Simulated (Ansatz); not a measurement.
Ansatz (an electronic-structure program) input (SVWN5/def2-TZVP):

Ansatz 0.2 input:
```yaml
crystal:
  periodic: [false, false, false]
  atoms:
    - {symbol: Cd, position_ang: [-0.00000000, -0.00000000, -1.36031263]}
    - {symbol: I, position_ang: [0.00000000, 0.00000000, 1.23198125]}
basis:
  gaussian:
    orbitals: def2-TZVP
hamiltonian:
  xc: {name: SVWN5}
total_charge: 1
relax: {f_tol: 0.003, max_steps: 100}
```

End of the output:

```
mean field evaluation 1: about -12631.4531 eV, gradient 5.1e1 eV
mean field evaluation 2: about -12508.7051 eV, gradient 1.6e2 eV
mean field evaluation 4: about -12638.3787 eV, gradient 2.1e1 eV
mean field evaluation 8: about -12639.7843 eV, gradient 1.2e-1 eV
mean field evaluation 16: about -12639.7772 eV, gradient 8.8e-5 eV
mean field evaluation 32: about -12639.6978 eV, gradient 2.0e0 eV
mean field -12639.77717299 eV, -464.5032435585 hartree, gradient 3.0e-5 eV, S^2 0.000000; 3 other end points of the search recorded, 0 dependent functions left out
the calculation of the forces begins
reference -12639.77720626 eV, -464.5032447813 hartree; 22, 22 occupied and 68, 68 virtual orbitals, 736 factors
relax step   1: F+E_penalty+E_count = -12639.77717299 eV  Δ(F+E_penalty+E_count) = +0.000e0 eV  max|allowed force component| = 6.472e-1 eV/Å  Δτ_max = 0.0000 Å  (90 SCF iters, accepted)
these checks for a lower state are left out or cut short: starts, cluster_reference, orbital_swaps, neighbouring_geometries, increment
integrals: 0.02 GiB planned
736 factors; their error is unknown
mean field: 0.19 GiB planned
mean field -12639.79740767 eV, -464.5039871695 hartree, gradient 2.6e-5 eV, S^2 0.000000; 0 other end points of the search recorded, 0 dependent functions left out
the calculation of the forces begins
reference -12639.79744074 eV, -464.5039883848 hartree; 22, 22 occupied and 68, 68 virtual orbitals, 736 factors
relax step   2: F+E_penalty+E_count = -12639.79740767 eV  Δ(F+E_penalty+E_count) = -2.023e-2 eV  max|allowed force component| = 2.830e-1 eV/Å  Δτ_max = 0.0473 Å  (30 SCF iters, accepted)
these checks for a lower state are left out or cut short: starts, cluster_reference, orbital_swaps, neighbouring_geometries, increment
integrals: 0.02 GiB planned
736 factors; their error is unknown
mean field: 0.19 GiB planned
mean field -12639.80079922 eV, -464.5041118068 hartree, gradient 6.6e-6 eV, S^2 0.000000; 0 other end points of the search recorded, 0 dependent functions left out
the calculation of the forces begins
reference -12639.80083236 eV, -464.5041130245 hartree; 22, 22 occupied and 68, 68 virtual orbitals, 736 factors
relax step   3: F+E_penalty+E_count = -12639.80079922 eV  Δ(F+E_penalty+E_count) = -3.392e-3 eV  max|allowed force component| = 4.102e-2 eV/Å  Δτ_max = 0.0144 Å  (31 SCF iters, accepted)
these checks for a lower state are left out or cut short: starts, cluster_reference, orbital_swaps, neighbouring_geometries, increment
integrals: 0.02 GiB planned
736 factors; their error is unknown
mean field: 0.19 GiB planned
mean field -12639.80087826 eV, -464.5041147111 hartree, gradient 6.6e-6 eV, S^2 0.000000; 0 other end points of the search recorded, 0 dependent functions left out
the calculation of the forces begins
reference -12639.80091138 eV, -464.5041159285 hartree; 22, 22 occupied and 68, 68 virtual orbitals, 736 factors
relax step   4: F+E_penalty+E_count = -12639.80087826 eV  Δ(F+E_penalty+E_count) = -7.903e-5 eV  max|allowed force component| = 1.132e-3 eV/Å  Δτ_max = 0.0020 Å  (32 SCF iters, accepted)
integrals: 0.02 GiB planned
736 factors; their error is unknown
mean field: 0.19 GiB planned
mean field evaluation 64: about -12639.3762 eV, gradient 1.6e1 eV
mean field -12639.80087826 eV, -464.5041147111 hartree, gradient 1.9e-5 eV, S^2 0.000000; 4 other end points of the search recorded, 0 dependent functions left out
the calculation of the forces begins
reference -12639.80091138 eV, -464.5041159285 hartree; 22, 22 occupied and 68, 68 virtual orbitals, 736 factors
Total energy: -12639.80091138 eV, -464.5041159285 hartree
Atom 0 at    -0.000000    -0.000000    -1.325400 Å, force     0.000000    -0.000000    -0.001132 eV/Å
Atom 1 at     0.000000     0.000000     1.197068 Å, force    -0.000000     0.000000     0.001132 eV/Å
Dipole moment:     0.000000    -0.000000    -1.010926 e Å
```
